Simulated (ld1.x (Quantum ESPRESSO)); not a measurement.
An all-electron radial function and its pseudo partner (hafnium)

Columns: radius, all-electron u(r) and pseudo u(r) of the 6p shell (level -1.40 eV) of hafnium in the configuration [Xe] 4f14 5d2 6s2 6p0; PBE, scalar-relativistic, PAW scheme, ld1.x (Quantum ESPRESSO) 7.5.

```csv
r (bohr),all-electron,pseudo
0.222,-0.0194,0.0052
0.445,0.0979,0.0208
0.668,-0.0647,0.0457
0.890,-0.1773,0.0786
1.112,-0.1869,0.1179
1.335,-0.1300,0.1616
1.558,-0.0429,0.2077
1.780,0.0510,0.2538
2.002,0.1402,0.2982
2.225,0.2201,0.3395
2.448,0.2882,0.3762
2.670,0.3444,0.4074
2.892,0.3894,0.4329
3.115,0.4242,0.4526
3.338,0.4495,0.4668
3.560,0.4664,0.4758
3.782,0.4762,0.4805
4.005,0.4799,0.4813
4.228,0.4784,0.4787
4.450,0.4729,0.4729
4.672,0.4642,0.4642
4.895,0.4529,0.4529
5.118,0.4398,0.4398
5.340,0.4254,0.4254
5.562,0.4100,0.4100
5.785,0.3940,0.3940
```

Q: How many radial nodes do the two functions have?

A: The all-electron 6p function has n − l − 1 = 4 (the table is too coarse to show those close to the nucleus); the pseudo-wave has 0, since the states of the same l below it are removed with the core.

Q: At about which radius was the pseudo-wave matched?

A: 4.45 bohr, where the columns begin to agree (steps of 0.22 bohr).

Q: Where does each function peak?

A: Outermost all-electron maximum near 4.00 bohr, pseudo maximum near 4.00 bohr (to the table’s step).

Q: Is the pseudo-wave norm-conserving?

A: No, it belongs to a PAW set: the norm inside the radius is not constrained, and the difference is carried by the augmentation charge.
